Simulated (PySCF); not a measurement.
**4-bromo-1-butene, C4H7Br**

Cartesian coordinates in Å; atom numbers follow the order of the lines, from 1:
```xyz
12

C     1.955   -0.184   -0.499
C     0.977    0.021    0.370
C    -0.405   -0.533    0.239
C    -1.404    0.588    0.034
Br   -3.227   -0.086   -0.070
H     1.812   -0.801   -1.380
H     2.938    0.250   -0.358
H     1.164    0.648    1.241
H    -0.676   -1.090    1.142
H    -0.457   -1.229   -0.601
H    -1.226    1.121   -0.898
H    -1.398    1.298    0.860
```

Method: PySCF 2.14.0, quadratic response CAM-B3LYP/def2-TZVPD first hyperpolarisability, Taylor convention, gas phase. Geometry: PBE0-D3(BJ)/def2-TZVP.

The calculation is non-relativistic, which matters for the atoms heavier than Zn.

(1) Give the tensor of the static β(0;0,0) in the axes of these coordinates.

## Answers

(1) In au, Taylor convention; rows are the first index (the induced dipole):
```csv
,xx,yy,zz,xy,xz,yz
x,+142.4,+20.9,+32.2,-17.5,+2.3,+1.0
y,-17.5,+12.8,+10.5,+20.9,+1.0,+7.3
z,+2.3,+7.3,+9.5,+1.0,+32.2,+10.5
```
Norm of βᵢ = ⅓ Σⱼ (βᵢⱼⱼ + βⱼᵢⱼ + βⱼⱼᵢ): 196.6 au, hyper-Rayleigh value 73.9 au.
